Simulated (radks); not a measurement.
Problem. Coherent X-ray form factor from a spherical all-electron density. All-electron calculation, non-relativistic Kohn-Sham, TASK exchange with Perdew-Wang LDA correlation, spin-polarised, spherical densities, point nucleus; meta-GGA in the generalised Kohn-Sham scheme. Program: a radial shooting solver on a logarithmic mesh with Libxc functionals.

sin(theta)/lambda (1/angstrom),f0 (electrons)
0.05,8.933
0.1,8.735
0.15,8.420
0.2,8.009
0.25,7.525
0.3,6.994
0.4,5.888
0.5,4.845
0.6,3.954
0.8,2.705
1,2.020
1.25,1.600
1.5,1.387
2,1.118

The species is in the configuration that NIST lists as its ground one. Which atom or ion scatters so?

Solution. The magnesium ion Mg3+, [He] 2s2 2p5. Extrapolating in s^2 from the first two rows gives f0(0) = 9.0, near the electron count 9; among species with that count, the fall with angle is slower the higher Z, and the table is that of Z = 12; from so few rows the species is fixed only to a neighbour or two.
